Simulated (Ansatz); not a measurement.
Isolated molecules relaxed with PBE0-D4/def2-TZVP in Ansatz; ΔE leaves out vibrations. CCSD(T)/CBS is the MP2 limit (def2-TZVPP, def2-QZVPP) plus CCSD(T) − MP2 in def2-TZVPP, frozen cores. Functionals use def2-TZVPP. B3LYP here is the variant with VWN-RPA as its local correlation; programs differ in this. For Se outer-core shells are correlated without core-valence functions, which leaves a few kJ/mol of doubt a bond. Scalar relativity is left out up to krypton. Each species was taken in one conformer, which may not be the lowest.

Reaction (ligand exchange at the Al–Se bond): `C[Se][AlH][F]` + `CN[SiH3]` → `C[N]([SiH3])[AlH][F]` + `C[SeH]`

`C[Se][AlH][F]`:

Cartesian coordinates in Å:
```
C 1.353 -0.165 0.443
Se 0.551 0.751 -1.102
Al -1.620 0.235 -0.591
F -2.814 0.771 -1.592
H 1.909 0.571 1.019
H 0.588 -0.619 1.070
H 2.024 -0.934 0.068
H -1.992 -0.611 0.684
```

`CN[SiH3]`:

Z-matrix (Å, degrees):
```
C
N 1 1.447
H 1 1.093 2 109.5
H 1 1.094 2 110.9 3 -117.8
H 1 1.098 2 113.8 3 120.2
Si 2 1.716 1 123.0 3 -36.9
H 2 1.007 1 113.6 3 170.5
H 6 1.486 2 107.4 1 175.3
H 6 1.488 2 108.6 1 55.3
H 6 1.496 2 115.3 1 -64.3
```

`C[N]([SiH3])[AlH][F]`:

```xyz
12

C    -0.453    0.407   -1.337
N    -0.054   -0.117   -0.030
Si    0.786    0.995    0.996
Al   -0.452   -1.795    0.377
F    -0.004   -2.400    1.843
H    -0.981   -0.351   -1.923
H     0.414    0.727   -1.926
H    -1.125    1.268   -1.239
H     1.104    0.306    2.270
H    -0.051    2.200    1.262
H     2.041    1.469    0.346
H    -1.225   -2.710   -0.640
```

`C[SeH]`:

Z-matrix (Å, degrees):
```
C
Se 1 1.949
H 1 1.088 2 110.6
H 1 1.087 2 110.6 3 -123.3
H 1 1.089 2 106.0 3 118.4
H 2 1.468 1 95.4 3 61.7
```

Q: Is it downhill or uphill in electronic energy at CCSD(T)/CBS, and by how much? (An estimate is asked.)

A: Computed: Uphill: ΔE = +17.1 kJ/mol.

Q: What do these levels give: B3LYP-D4, ωB97M-V, B2PLYP, PBE, MP2/def2-QZVPP, CCSD/CBS(def2)? (Best estimate.)

A: Computed: B3LYP-D4 14.7, ωB97M-V 14.8, B2PLYP 15.5, PBE 24.3, MP2/def2-QZVPP 15.8, CCSD/CBS(def2) 17.6 kJ/mol.

Largest T1 diagnostic among the species: 0.012.

In def2-TZVPP, CCSD(T) changes the Hartree–Fock value by −9.2 kJ/mol (the triples alone add −0.6 kJ/mol) and MP2 by −7.8 kJ/mol. The D4 term adds −3.7 kJ/mol with B3LYP and −2.1 kJ/mol with PBE0; it sums over pairs of atoms, weighted by their polarisabilities, and B3LYP, whose exchange is more repulsive, gets the larger term.
